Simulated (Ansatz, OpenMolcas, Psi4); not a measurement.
**A ladder of methods for C2H6Ga (SMILES C[Ga]C)**

C2H6Ga has 9 atoms, charge 0, and is taken as a doublet. As SMILES, `C[Ga]C`. The shape is that of a PBE0-D4/def2-TZVP optimisation.

| atom | x (Å) | y (Å) | z (Å) |
| --- | --- | --- | --- |
| C | -1.2466 | 1.1630 | 0.1753 |
| Ga | 0.4566 | 0.3856 | 0.8730 |
| C | 1.2739 | -1.1396 | -0.1260 |
| H | -2.0143 | 0.3825 | 0.1775 |
| H | -1.0925 | 1.4797 | -0.8611 |
| H | -1.6027 | 2.0113 | 0.7582 |
| H | 2.2020 | -1.4968 | 0.3182 |
| H | 1.4694 | -0.8220 | -1.1553 |
| H | 0.5541 | -1.9637 | -0.1597 |

Each level gives the vertical ionisation energy (to the singlet cation) (eV). The values are calculated.

```json
{"level": "UHF/6-31G* (spherical functions)", "kind": "Hartree–Fock", "program": "Psi4", "value (eV)": "6.64", "CPU time (all runs)": "5.7 s"}
{"level": "UBLYP/6-31G* (spherical functions)", "kind": "GGA", "program": "OpenMolcas", "value (eV)": "6.67", "CPU time (all runs)": "51 s"}
{"level": "UPBE/6-31G* (spherical functions)", "kind": "GGA", "program": "OpenMolcas", "value (eV)": "6.82", "CPU time (all runs)": "57 s"}
{"level": "U-r2SCAN/6-31G* (spherical functions)", "kind": "meta-GGA", "program": "OpenMolcas", "value (eV)": "7.03", "CPU time (all runs)": "66 s"}
{"level": "U-r2SCAN0/6-31G* (spherical functions)", "kind": "hybrid meta-GGA", "program": "Ansatz", "value (eV)": "7.11", "CPU time (all runs)": "35 s"}
{"level": "UM06-2X/6-31G* (spherical functions)", "kind": "hybrid meta-GGA", "program": "OpenMolcas", "value (eV)": "6.97", "CPU time (all runs)": "61 s"}
{"level": "RPA@PBE0/6-31G* (spherical functions)", "kind": "RPA", "program": "Ansatz", "value (eV)": "6.78", "CPU time (all runs)": "30 s"}
{"level": "UMP2/6-31G* (spherical functions)", "kind": "perturbation theory", "program": "Ansatz", "value (eV)": "6.66", "CPU time (all runs)": "5.2 s"}
```

All-electron rows without a relativistic Hamiltonian named are non-relativistic. The values span 6.64 to 7.11 eV. In the correlated wave-function rows the outer d shell of Ga is correlated, in sets not made for it. CPU times are rough (shared hosts, several kinds of processor and program).
